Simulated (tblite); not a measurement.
Compound: C3H10GeO2.
Cartesian coordinates in Å at the GFN2-xTB level; atoms count from 1:
```xyz
16
C3H10GeO2 angstrom
C     -2.6188   -0.0596    0.5596
C     -1.5989    0.3681   -0.4835
O     -0.2843    0.4242    0.0254
Ge     0.6853   -0.8789    0.6935
O      2.2472   -0.1757    0.9392
C      2.9959    0.6085    0.0296
H     -3.6209   -0.0206    0.1404
H     -2.5641    0.6001    1.4221
H     -2.4060   -1.0774    0.8859
H     -1.8229    1.3815   -0.8351
H     -1.6424   -0.3129   -1.3419
H      0.6888   -2.0382   -0.2889
H      0.3245   -1.2595    2.0964
H      3.8135    1.0588    0.5949
H      2.3841    1.3981   -0.4100
H      3.4113   -0.0075   -0.7715
```

All values are computed: GFN2-xTB (tblite) harmonic vibrations without scaling, gas phase. Errors from tens to a few hundred cm⁻¹ against measured bands are possible. Modes of hydrogen on germanium can be 10 to 20 % off. One conformer, not necessarily the lowest.

Harmonic wavenumbers (cm⁻¹): 38.6, 65.5, 80.6, 107.4, 127.4, 173.3, 245.7, 271.9, 443.3, 475.4, 501.4, 520.5, 594.8, 694.7, 786.4, 831.6, 933.7, 1056.3, 1091.9, 1105.4, 1129.4, 1140.2, 1149.9, 1261.6, 1335.9, 1396.1, 1407.0, 1476.9, 1478.3, 1479.6, 1481.4, 1489.5, 1822.9, 1988.5, 2891.8, 2924.9, 2942.9, 2960.8, 2976.4, 3004.5, 3038.7, 3042.2.

A = 5312, B = 1291, C = 1109 MHz; mass 151.989 u (most abundant isotopes); point group C1, symmetry number 1.

Task: Zero-point energy?

Result: ½Σν̃ = 26983 cm⁻¹ = 77.15 kcal/mol.

Task: Give the ideal-gas entropy at 350 K and 1 bar in the rigid-rotor, harmonic-oscillator model (classical rotation).

Result: Translation 41.79, rotation 28.62, vibration 34.70: S = 105.1 cal/(mol K).

Task: And Cp and H(350 K) − H(0)?

Result: Cp = 38.26 cal/(mol K), of which vibrations give 30.31 (their classical limit is 42 R = 83.5); H(350 K) − H(0) = 8.66 kcal/mol without the zero-point energy, 5.88 from vibrations.

Task: Blend soft modes into free rotors: weight 1/[1 + (100 cm⁻¹/ν̃)⁴] for the oscillator and the rest for a rotor with moment μB/(μ + B), μ = h/(8π²ν), B = 10⁻⁴⁴ kg m². What vibrational entropy results?

Result: 30.93 cal/(mol K) in place of 34.70, which changes −T·S at 350 K by +1.32 kcal/mol.

Task: How do the functions run with temperature in this model?

Result: 
| T (K) | S (cal/(mol K)) | Cp (cal/(mol K)) | H − H(0) (kcal/mol) | G − H(0) (kcal/mol) | ln q(vib) |
| --- | --- | --- | --- | --- | --- |
| 50 | 59.3 | 14.7 | 0.54 | -2.42 | 0.75 |
| 100 | 71.1 | 19.7 | 1.41 | -5.70 | 2.28 |
| 298.15 | 99.3 | 34.4 | 6.78 | -22.82 | 7.73 |
| 373.15 | 107.6 | 39.9 | 9.57 | -30.59 | 9.56 |
| 500 | 120.5 | 48.4 | 15.18 | -45.07 | 12.50 |
| 750 | 142.6 | 60.8 | 28.94 | -78.04 | 17.89 |
| 1000 | 161.4 | 69.2 | 45.26 | -116.11 | 22.80 |

q(vib) and H(0) count from the zero-point level.

Hindered rotation and anharmonicity are outside this model. Other conformers, if any are populated, would add a mixing term that is left out. The structure is chiral; the term R ln 2 for an equal mix with its mirror image is left out.
